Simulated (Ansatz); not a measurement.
CdH2O (SMILES [OH][CdH]) moved off its minimum; all values from Ansatz (an electronic-structure program), cores frozen in correlated methods. Elements past Kr take the def2 small-core potentials, without spin–orbit coupling.
(charge 0, multiplicity 1)
```xyz
4

Cd    -0.2780    -0.0550    -0.0152
H     -1.7999    -0.6950    -0.2087
O      1.6012     0.5019     0.1614
H      1.6899     1.4340     0.2425
```

Give the forces (eV/Å), the total energy and the dipole at CCSD(T)/def2-TZVPPD.


| atom | Fx | Fy | Fz |
|---|---|---|---|
| Cd1 | -0.407 | -0.337 | -0.107 |
| H2 | 0.237 | 0.167 | 0.061 |
| O3 | -0.074 | -0.989 | -0.067 |
| H4 | 0.243 | 1.159 | 0.113 |
Energy -243.6215 hartree, dipole 1.83 D.
